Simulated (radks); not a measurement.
Excited configurations of the manganese ion Mn12+: one electron is placed in a higher orbital outside [Ne] 3s2. The ground configuration is [Ne] 3s2 3p1. Calculated with a radial shooting solver on a logarithmic mesh with Libxc functionals: scalar-relativistic Kohn-Sham, r2SCAN, spin-polarised, spherical densities, finite nucleus; open shells are filled with parallel spins first; meta-GGA in the generalised Kohn-Sham scheme; Fermi nuclear charge, rms radius 3.7057 fm. Excitation = E - E(ground); binding = E(ion) - E, where the ion is the core of charge +13; n* = 13/sqrt(2 binding) in atomic units. These energies are relativistic, and a one-electron ion of charge +13 with no core already has n* below n in this formula (scalar-relativistic equation, point nucleus: 4s 3.996, 4d 3.999, 5s 4.996, 5d 4.999, 5f 4.999, 6d 5.999, 6f 5.999, 7s 6.996, 7p 6.997, 7d 6.999). The quantum defect is therefore taken as that value minus n*, so that it holds no relativistic shift of the bare ion.

outer orbital  excitation (eV)  binding (eV)     n*  quantum defect  <r> (bohr)
4s                      154.14        187.65  3.501           0.496       1.428
4d                      185.30        156.49  3.833           0.166       1.462
5s                      228.51        113.28  4.505           0.491       2.350
5d                      243.41        98.385  4.834           0.165       2.461
5f                      248.05        93.742  4.953           0.047       2.352
6d                      274.22        67.575  5.833           0.166       3.690
6f                      276.73        65.056  5.945           0.054       3.608
7s                      287.44        54.350  6.504           0.492       4.897
7p                      289.65        52.138  6.641           0.357       5.025
7d                      292.48        49.309  6.829           0.170       5.150

The Delta-SCF ionisation energy is 341.79 eV (NIST Atomic Spectra Database: 344 eV, semi-empirical). Self-interaction in the functional shifts the binding energies and quantum defects, so they are the method's values and not measured ones. Open shells are spherical and high-spin; term and fine-structure splittings are not resolved.
